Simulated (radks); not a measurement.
Values are calculated unless marked as measured or tabulated.
Problem. The mean radii <r> (bohr) of the occupied orbitals of an atom or ion are listed with their occupations. Level of theory: Dirac Kohn-Sham, LDA (Slater exchange, Perdew-Wang correlation), spin-unpolarised, spherical densities, point nucleus (a radial shooting solver on a logarithmic mesh with Libxc functionals).

| orbital | occ. | <r> |
|---|---|---|
| 1s1/2 | 2 | 0.03041 |
| 2s1/2 | 2 | 0.1293 |
| 2p1/2 | 2 | 0.1093 |
| 2p3/2 | 4 | 0.1143 |
| 3s1/2 | 2 | 0.3146 |
| 3p1/2 | 1 | 0.2994 |

Name the element and its charge. Open shells, if any, fill j = l - 1/2 first.

Solution. Z = 48, cadmium, charge +35: Cd35+ in [Ne] 3s2 3p1. The 1s radius gives Z: for a bare nucleus <r> = (2 gamma + 1)/(2Z) with gamma = sqrt(1 - (Z/c)^2), 0.02993 bohr for Z = 48, and screening makes it slightly larger (0.03041 here). The occupations add up to 13, and the charge is Z minus that.
